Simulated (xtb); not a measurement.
CH7FOSi2, SMILES CO[Si@@H](F)[SiH3]. All values are semi-empirical tight-binding results from xtb (GFN2-xTB unless named), good for trends rather than for accurate numbers. Geometry: GFN2-xTB. The structure was generated by enumeration; whether it is a known compound was not checked. The values are those of a single conformer.

| Property | Result |
|---|---|
| orbital gap | 4.56 eV |
| dipole moment | 1.71 D |
| zero-point energy | 47.8 kcal/mol |
| G − E(el) at 298.15 K (modified RRHO) | 26.4 kcal/mol |
| static polarisability (D4 model) | 78.2 bohr³ |
| solvation energy, GFN2-xTB/ALPB(water) | -0.5 kcal/mol |
| solvation energy, GFN2-xTB/ALPB(ch2cl2) | -3.2 kcal/mol |
